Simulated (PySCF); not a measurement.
**Core-level binding energies of `[SiH3][SiH2]CCl`**

Compound: CH7ClSi2.
SMILES with atom numbers: `[SiH3:1][SiH2:2][CH2:3][Cl:4]`

Structure used (PBE0-D3(BJ)/def2-SVP), in Å, numbered top down from 1:
```
atom  x, y, z in Å
Si1    0.5897   -0.6208    0.2512
Si2   -1.5594    0.0420    0.9299
C3    -2.8693   -0.8826   -0.0860
Cl4   -4.5136   -0.3843    0.4193
H5     1.6309    0.1005    1.0458
H6     0.7922   -0.3135   -1.1992
H7     0.7650   -2.0934    0.4514
H8    -1.7338    1.5102    0.7181
H9    -1.7606   -0.2733    2.3759
H10   -2.7893   -1.9708    0.0524
H11   -2.7675   -0.6691   -1.1602
```

Level of theory: PySCF 2.14.0, delta-SCF UKS SCAN, pcX-2 on the ionised atom, pcseg-1 elsewhere, spin-free X2C. Each binding energy is the total energy of the core-ionised species, with the hole localised on one atom, minus that of the ground state; both are solved self-consistently, so orbital relaxation is included.

Problem. List the computed XPS lines with their assignment.

Solution. 
| atom(s) | environment | level | binding energy (eV) | 2p1/2 (eV) | above the level's lowest (eV) | count |
| --- | --- | --- | --- | --- | --- | --- |
| Si2 | SiH2 silicon | Si 2p3/2 | 106.72 | 107.34 | 0.00 | 1 |
| Si1 | SiH3 silicon | Si 2p3/2 | 106.73 | 107.35 | +0.01 | 1 |
| Cl4 | alkyl chlorine | Cl 2p3/2 | 205.89 | 207.54 | 0.00 | 1 |
| C3 | sp3 C–Cl carbon | C 1s | 291.86 | – | 0.00 | 1 |
| Si2 | SiH2 silicon | Si 1s | 1846.43 | – | 0.00 | 1 |
| Si1 | SiH3 silicon | Si 1s | 1846.43 | – | 0.00 | 1 |
| Cl4 | alkyl chlorine | Cl 1s | 2828.48 | – | 0.00 | 1 |

The 2 Si 1s values lie within 0.01 eV of each other; Gaussian lines of 0.5 eV full width would blend them into one maximum.

The 2 Si 2p3/2 values lie within 0.01 eV of each other.

Problem. Which effective nuclear charge Zeff reproduces each element's mean 1s value in the hydrogen-like formula E = 13.606 eV × Zeff²?

Solution. C (Z = 6): mean 291.9 eV, Zeff = 4.63, Z − Zeff = 1.37; Si (Z = 14): mean 1846.4 eV, Zeff = 11.65, Z − Zeff = 2.35; Cl (Z = 17): mean 2828.5 eV, Zeff = 14.42, Z − Zeff = 2.58. Means run over the listed sites, weighted by atom count.

The 2p values add to the ΔSCF energy of one spin-free hole a correction within the shell (spin–orbit coupling, ligand field). 2p1/2 minus 2p3/2 (ligand field included): Si 0.62 eV, Cl 1.65 eV. The structure is a single PBE0-D3(BJ)/def2-SVP conformer in the gas phase; no vibrational or solvent corrections.

The run took 32 s of wall time on one thread of an Arm Neoverse V2 (shared host).
